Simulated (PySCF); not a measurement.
# Radial density of Pr⁺ (praseodymium, charge +1)

UHF, [Xe] 4f2 5d1 6s1, one real determinant (an excited configuration). Computed with PySCF 2.14 in x2c-TZVPPall (11s7p7d4f2g, 113 functions), with the spin-free X2C one-electron Hamiltonian (Gaussian nucleus).

| r (bohr) | 4πr²ρ (e/bohr) | 4πr²(ρα − ρβ) |
| --- | --- | --- |
| 0.0274 | 69.27 | -0.0005 |
| 0.0461 | 79.24 | 0.0023 |
| 0.0776 | 102.1 | 0.0112 |
| 0.131 | 75.38 | 0.0367 |
| 0.220 | 88.35 | 0.2116 |
| 0.369 | 36.39 | 1.0146 |
| 0.621 | 38.07 | 2.0685 |
| 1.04 | 12.88 | 1.5352 |
| 1.76 | 6.389 | 0.7386 |
| 2.96 | 1.159 | 0.5910 |
| 4.97 | 0.2614 | 0.2587 |
| 8.36 | 0.006509 | 0.0065 |

Densities and radii are taken from the X2C orbitals without a picture-change correction, which distorts them close to the nucleus.

⟨L²⟩ = 30.06 against 56 for a pure K term, so this real determinant mixes terms. Spin-orbit coupling, absent here, splits the open shell strongly.
